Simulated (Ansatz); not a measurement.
Ansatz (a first-principles code) input:

Ansatz 0.2 input:
```yaml
crystal:
  periodic: [false, false, false]
  atoms:
    - {symbol: Ge, position_ang: [0.00055146, -0.00516327, 0.54068547]}
    - {symbol: Cl, position_ang: [1.17608187, 1.39339809, -0.49682065]}
    - {symbol: Cl, position_ang: [-1.17711991, -1.38367900, -0.52094022]}
basis:
  gaussian:
    orbitals: def2-TZVPD
hamiltonian:
  xc: {name: r2SCANh}
total_charge: 1
magnetization: {spin_polarized: true, initial_magnetization: 1}
output: {forces: true}
```

### Question
What final total energy does it print?

### Answer
-2997.07407 Eh (r2SCANh/def2-TZVPD). The basis has 146 functions.
